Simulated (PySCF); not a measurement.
In(Et)3, SMILES C[CH2][In]([CH2]C)[CH2]C (C6H15In), GFN2-xTB optimised geometry.

```
22

In    -0.43    -0.03     0.00
C     -1.53    -2.05     0.00
C     -3.03    -1.93    -0.25
H     -1.33    -2.53     0.96
H     -1.06    -2.66    -0.78
H     -3.23    -1.46    -1.21
H     -3.50    -1.33     0.53
H     -3.50    -2.92    -0.25
C      1.86    -0.03     0.00
C      2.41     1.38     0.17
H      2.21    -0.47    -0.94
H      2.21    -0.68     0.81
H      2.09     1.80     1.12
H      2.05     2.03    -0.63
H      3.50     1.38     0.15
C     -1.47     2.00     0.00
C     -2.98     1.92     0.14
H     -1.20     2.51    -0.93
H     -1.04     2.58     0.82
H     -3.26     1.43     1.07
H     -3.42     1.36    -0.69
H     -3.43     2.92     0.14
```

Density from PySCF with PBE0/def2-SVP, def2 effective core potentials past Kr at that geometry. The core electrons that the potentials of In replace are not part of the density.

Minimum of the electron density along straight lines between bonded atoms, close to the bond critical point (lines longer than 1.1 times the sum of covalent radii, or with two minima, are not listed):

```tsv
bond	length / Å	ρ at the minimum / e bohr⁻³	∇²ρ there / e bohr⁻⁵	position (fraction from the first atom)
In1–C2	2.292	0.078	0.13	0.50
C2–C3	1.522	0.241	-0.54	0.50
C2–H4	1.094	0.270	-0.94	0.62
C2–H5	1.094	0.270	-0.95	0.62
C3–H6	1.091	0.274	-0.99	0.62
C3–H7	1.091	0.275	-0.99	0.62
C3–H8	1.093	0.273	-0.98	0.62
In1–C9	2.289	0.078	0.13	0.50
C9–C10	1.523	0.241	-0.54	0.50
C9–H11	1.094	0.269	-0.94	0.62
C9–H12	1.094	0.270	-0.95	0.62
C10–H13	1.092	0.274	-0.99	0.62
C10–H14	1.092	0.274	-0.99	0.62
C10–H15	1.093	0.273	-0.98	0.62
In1–C16	2.286	0.079	0.13	0.50
C16–C17	1.522	0.242	-0.54	0.50
C16–H18	1.094	0.270	-0.95	0.62
C16–H19	1.094	0.270	-0.95	0.62
C17–H20	1.091	0.274	-0.99	0.62
C17–H21	1.091	0.275	-0.99	0.62
C17–H22	1.093	0.273	-0.98	0.62
```
